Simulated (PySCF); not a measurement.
Delta-SCF ions had no search for a lower state. Excitations are Tamm–Dancoff values on a coarser integration grid. The basis has no diffuse functions, so Rydberg states are missing or too high.

## H$_{2}$F$_{2}$Sn, SMILES `[F][SnH2][F]` (charge 0, multiplicity 1)

Computed with M06-2X/def2-TZVP // PBE0-D3(BJ)/def2-TZVP run with PySCF.

| Item | Result |
|---|---|
| HOMO | -11.24 eV |
| dipole moment | 0.751 e·Å |
| HOMO–LUMO gap | 11.02 eV |
| LUMO | -0.22 eV |
| S1 excitation (TDA) | 7.76 eV |
| S1 oscillator strength | 0.000 |
| brightest of the four lowest singlets (TDA) | 9.09 eV |
| T1 excitation (TDA) | 6.84 eV |
| S1–T1 gap (TDA) | 0.92 eV |
| vertical ionisation energy (Delta-SCF) | 12.68 eV |
| total energy | -415.1917 Ha |
| cost | about 3 core-minutes (a rough figure) |

Bonded distances (Å): F1–Sn2 1.909, Sn2–F3 1.909, Sn2–H4 1.692, Sn2–H5 1.692. Angles (°): F1–Sn2–F3 103.4, F1–Sn2–H4 107.1, F1–Sn2–H5 107.1, F3–Sn2–H4 107.1, F3–Sn2–H5 107.1, H4–Sn2–H5 123.4.
